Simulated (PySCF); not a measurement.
CClF, neutral, multiplicity 1. Atoms are numbered in the order given.

```xyz
3

F      0.2907    -1.4672     0.0000
C     -0.6754    -0.5973     0.0000
Cl     0.0845     0.9876     0.0000
```

Coordinates come from a r2SCAN-D4/def2-TZVP optimisation. The isomer is the one that the SMILES or the coordinates give; other isomers of the formula were not compared.

The numbers are results of PBE0/def2-TZVPD (PySCF), not measurements.

Gas-phase values at a fixed geometry.

### Question
Estimate the frontier levels, gap, dipole moment and polarisability. (The exact figures need the calculation; the answer reports its results.)

### Answer

```yaml
highest_occupied_level: -8.24 eV
lowest_empty_level: -3.06 eV
orbital_gap: 5.18 eV
dipole_moment: 0.73 D
quadrupole, principal values (traceless, Buckingham form, about the centre of nuclear charge): -2.83, 1.16, 1.67 D·Å
mean_static_polarisability: 30.3 bohr³ (4.49 Å³)
polarisability_principal_values: 23.6, 26.1, 41.2 bohr³
```
